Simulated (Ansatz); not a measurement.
Ansatz (a program for electronic structure) input (CCSD(T)/STO-3G):

Ansatz 0.2 input:
```yaml
crystal:
  periodic: [false, false, false]
  atoms:
    - {symbol: Cd, position_ang: [-0.25348114, -0.15121435, -0.20638745]}
    - {symbol: C, position_ang: [1.29567546, 0.77293611, 1.05495482]}
    - {symbol: H, position_ang: [1.75467220, -0.08341125, 1.53686241]}
    - {symbol: H, position_ang: [0.71897939, 1.41798297, 1.70885077]}
    - {symbol: H, position_ang: [1.91939039, 1.28610057, 0.33115536]}
basis:
  gaussian:
    orbitals: STO-3G
total_charge: 1
magnetization: {spin_polarized: false}
correlation: {method: ccsd_t, electrons: outside_noble_gas}
```

End of the output:

```
second order -2.09933090 eV of doubles, -0.00000000 eV of singles
coupled cluster: 0.04 GiB planned
cycle   1  -2.50815332 eV  change   -4.1e-1 eV  update   7.3e-2
cycle   2  -2.76001694 eV  change   -2.5e-1 eV  update   3.6e-2
cycle   3  -2.82285027 eV  change   -6.3e-2 eV  update   1.7e-2
cycle   4  -2.81702098 eV  change    5.8e-3 eV  update   6.6e-3
cycle   5  -2.81339108 eV  change    3.6e-3 eV  update   2.1e-3
cycle   6  -2.81287744 eV  change    5.1e-4 eV  update   9.1e-4
cycle   7  -2.81305572 eV  change   -1.8e-4 eV  update   3.8e-4
cycle   8  -2.81328113 eV  change   -2.3e-4 eV  update   1.5e-4
cycle   9  -2.81327978 eV  change    1.4e-6 eV  update   3.8e-5
cycle  10  -2.81329112 eV  change   -1.1e-5 eV  update   1.2e-5
coupled cluster: 0.04 GiB planned
perturbative correction -0.03330748 eV, -0.0012240274 hartree
Total energy: -148320.11923250 eV, -5450.6638468068 hartree
```
